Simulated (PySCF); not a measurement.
AlO, SMILES [O]=[Al], multiplicity 2. Coordinates come from a B3LYP-D3(BJ)/def2-TZVPD optimisation.

These are PySCF with B3LYP-D3(BJ)/def2-TZVPD values and carry that method's errors.

Harmonic wavenumbers (cm⁻¹): 951. Rotational constants (GHz): 19.00 (linear); symmetry number 1.

Work out the zero-point energy and the ideal-gas rigid-rotor harmonic-oscillator thermochemistry at 298.15 K and 1 atm.

ZPE = ½ Σ hcν = ½ × 951 cm⁻¹ = 5.69 kJ/mol. H − E(el) = 14.48 kJ/mol. Entropy in J/(mol K): translation 155.65, rotation 56.45, vibration 0.48, spin 5.76, total 218.34. G − E(el) = -50.62 kJ/mol. Cp = 30.92 J/(mol K).
